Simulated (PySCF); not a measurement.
Ti(OMe)(H)3 (CH6OTi), SMILES [O]([TiH3])C, multiplicity 1.

Coordinates come from a PBE-D3(BJ)/def2-SVP optimisation. The spin state was assumed, not searched.

Method: HF/def2-TZVPD run with PySCF.

The molecule is in vacuum.

```yaml
total_energy: -964.63036 hartree
point_group: C3
highest_occupied_level: -11.76 eV
lowest_empty_level: 1.05 eV
orbital_gap: 12.81 eV
dipole_moment: 1.86 D
quadrupole, principal values (traceless, Buckingham form, about the centre of nuclear charge): -3.53, -3.53, 7.06 D·Å
mean_static_polarisability: 59.6 bohr³ (8.83 Å³)
polarisability_principal_values: 56.7, 56.7, 65.3 bohr³
```
